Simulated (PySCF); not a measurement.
## MBr for M along the second period

CCSD(T) with double-zeta basis sets in PySCF, for the lowest determinant that a PBE0 search found; no spin–orbit coupling. De refers to high-spin ground-configuration atoms.

```csv
M,basis,"reference, frozen orbitals",state (unpaired electrons),Re (Å),ωe (cm⁻¹),De (eV)
Li,cc-pVDZ/cc-pVDZ-PP,"RHF, 4",singlet (closed shell),2.229,546,3.98
Be,def2-SVP,"UHF, 9",doublet (σ ↑),2.005,684,2.77
B,cc-pVDZ/cc-pVDZ-PP,"RHF, 5",singlet (closed shell),1.913,694,4.24
C,def2-SVP,"UHF, 10",doublet (π ↑),1.831,726,3.11
F,def2-SVP,"RHF, 10",singlet (closed shell),1.801,629,2.09
```

The shortest bond is that of BrF (1.801 Å), the longest that of LiBr (2.229 Å).

The rows differ in basis set, which adds steps of its own.

The state changes along the series, so neighbouring rows are not always alike in their bonding.

Correlated steps freeze the inner cores (4 to 10 orbitals); shallow outer-core shells are correlated. Correlated levels converge slowly with the basis: in double zeta they bind strong bonds too weakly, by up to about 1 eV, and carry superposition errors of some tenths. Where the molecule has an RHF reference, its open-shell atoms are computed with UHF. States were picked by a PBE0 search and need not be the measured ground states.
